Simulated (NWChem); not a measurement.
# C3H5BFN; SMILES C[C@H]1N=CB1F

```xyz
11

C      1.0690    -1.6325     0.2306
C      0.0921    -0.7233    -0.4800
N     -1.2636    -0.5999     0.1782
C     -1.4486     0.6774     0.0764
B      0.0577     0.8441    -0.2449
F      0.9726     1.7275     0.1004
H      1.2730    -1.2925     1.2575
H      2.0272    -1.6617    -0.3096
H      0.6788    -2.6608     0.2884
H     -0.0761    -1.0561    -1.5159
H     -2.3747     1.1730     0.3922
```
Atoms are numbered in this order, from 1.

All runs: NWChem. Pople sets run with spherical d functions. Coordinates come from a PBE0/def2-SVP optimisation.

Problem. Order these runs by computing time, cheapest first, and give rough ratios: PBE0/6-31G*; PBE0/STO-3G; PBE0/6-311++G**.

Solution. PBE0/STO-3G (1), PBE0/6-31G* (3), PBE0/6-311++G** (10). Ratios are rough, from one shared machine; the cheapest took around 2.6 core-seconds (rough). What differs between the cheapest and the dearest: highest occupied level (eV) -4.56 → -7.57; orbital gap (eV) 6.19 → 5.87; dipole (D) 1.30 → 0.82.
